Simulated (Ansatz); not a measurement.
This geometry of CH6ClNOSi (11 atoms, charge 0, multiplicity 1) is a first-order saddle point.

Method: Ansatz, RKS PBE0/def2-SVP.

```xyz
11
Properties=species:S:1:pos:R:3
N -1.507 -0.173 -0.905
Si 0.223 -0.245 -0.898
C 0.933 0.248 0.816
O 0.789 -0.667 1.832
Cl 0.186 1.874 1.252
H -1.947 0.423 -1.597
H -2.003 -0.086 -0.025
H 0.742 -1.626 -1.150
H 0.773 0.675 -1.938
H 2.010 0.463 0.738
H -0.133 -0.943 1.894
```

(1) Which two structures does it join? (They come from a converged band through this point; their orientation in space is the band's.)

(2) How far does it lie above each of them?

## Answers

(1) No bond is made or broken. The dihedral H6–N1–Si2–C3 goes from 75 to -148°. The two ends are copies of one structure, up to a mirror image or an exchange of like atoms.

Image 0:

```xyz
11
Properties=species:S:1:pos:R:3
N -1.385 -0.229 -0.503
Si 0.305 -0.084 -0.917
C 1.011 0.190 0.833
O 0.417 -0.667 1.707
Cl 0.563 1.971 1.195
H -1.876 0.626 -0.256
H -1.982 -0.830 -1.062
H 0.712 -1.411 -1.473
H 0.696 1.006 -1.857
H 2.100 0.165 0.971
H -0.496 -0.793 1.382
```

Image 8:

```xyz
11
Properties=species:S:1:pos:R:3
N -1.384 -0.231 -0.502
Si 0.306 -0.083 -0.917
C 1.011 0.191 0.833
O 0.415 -0.666 1.706
Cl 0.567 1.972 1.196
H -1.977 -0.836 -1.060
H -1.881 0.622 -0.258
H 0.711 -1.409 -1.474
H 0.696 1.008 -1.856
H 2.100 0.163 0.972
H -0.499 -0.788 1.381
```

(2) 7.1 kcal/mol above the first and 7.1 kcal/mol above the second. This is the barrier of this one path; another mechanism may lie lower.

Time of the run: 8 min on 2 threads of Arm Neoverse V1, on a shared host, peak memory 0.26 GiB.
